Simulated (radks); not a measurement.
Task: These are the eigenvalues of the occupied orbitals of an atom or ion with whole-number occupations (eV). Calculated with a radial shooting solver on a logarithmic mesh with Libxc functionals: Dirac Kohn-Sham, PBE, spin-unpolarised, spherical densities, finite nucleus; Fermi nuclear charge, rms radius of each element as measured or else 0.836 A^(1/3) + 0.57 fm.

1s1/2: -71555.11
2s1/2: -12416.65
2p1/2: -11884.55
2p3/2: -10444.89
3s1/2: -2891.539
3p1/2: -2653.406
3p3/2: -2340.762
3d3/2: -1939.885
3d5/2: -1872.015
4s1/2: -620.9723
4p1/2: -521.5051
4p3/2: -448.5795
4d3/2: -285.0598
4d5/2: -271.5822
5s1/2: -106.4709
5p1/2: -76.1395
4f5/2: -65.7257
5p3/2: -64.8806
4f7/2: -63.2058
5d3/2: -25.1223
5d5/2: -24.0249
6s1/2: -21.5828

Which element is it, and in what charge state? The configuration may be excited. Open shells, if any, fill j = l - 1/2 first.

Result: Z = 75, rhenium, charge +2: Re2+ in [Kr] 4d10 4f14 5s2 5p5 5d5 6s1. The list shows which subshells hold electrons but not how many an open one holds; the 1s level, -2629.6 hartree, gives Z - s = 72.5 by -(Z - s)^2/2, which with screening and relativity narrows Z to a few neighbours, and the depths of the outer levels then fix element, charge and occupations together.
